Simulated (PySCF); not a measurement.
Coordinates in bohr (charge 0 multiplicity 3):
```
Ir    0.0000    0.0000   -0.2764
Cl    0.0000    0.0000    3.8863
Cl    4.0728    0.0000   -1.1792
Cl   -4.0728    0.0000   -1.1792
```

Computed with UPBE0 in PySCF with Ir def2-SVP with ECP60, Cl def2-SVP; scalar-relativistic core potentials, no spin–orbit coupling; density-fitted integrals.

This geometry of IrCl₃ is a stationary point at this level.

Problem. What is the point group?

Solution. C2v.

Problem. Is it a minimum?

Solution. Yes: all harmonic wavenumbers are real.

Problem. List the harmonic modes with their infrared intensities.

Solution. 
```json
{"symmetry": "b2", "ω (cm⁻¹)": "95", "IR (km/mol)": "0.2"}
{"symmetry": "b1", "ω (cm⁻¹)": "100", "IR (km/mol)": "0.4"}
{"symmetry": "a1", "ω (cm⁻¹)": "112", "IR (km/mol)": "0.4"}
{"symmetry": "a1", "ω (cm⁻¹)": "399", "IR (km/mol)": "8.0"}
{"symmetry": "b2", "ω (cm⁻¹)": "409", "IR (km/mol)": "97.8"}
{"symmetry": "a1", "ω (cm⁻¹)": "414", "IR (km/mol)": "12.2"}
```

Problem. Give the atomic charges and bond orders.

Solution. 
```json
{"atom": "Ir1", "Mulliken": "0.40", "Löwdin": "-0.49", "polar tensor": "1.14", "spin (Mulliken)": "1.36", "Mayer order to Ir1": "–"}
{"atom": "Cl2", "Mulliken": "-0.11", "Löwdin": "0.19", "polar tensor": "-0.28", "spin (Mulliken)": "0.12", "Mayer order to Ir1": "1.18"}
{"atom": "Cl3,4", "Mulliken": "-0.15", "Löwdin": "0.15", "polar tensor": "-0.43", "spin (Mulliken)": "0.26", "Mayer order to Ir1": "1.16"}
```

Problem. What is the atomisation energy, with and without zero-point energy?

Solution. 941 kJ/mol without, 932 kJ/mol with.

In C2v the vibrations span 2b2 + b1 + 3a1. Here b1 is antisymmetric to the molecular plane and b2 lies in it.

This need not be the most stable arrangement of these atoms. With open d or f shells other occupations or spin states may lie lower. With an element this heavy the missing spin–orbit coupling can shift these numbers.
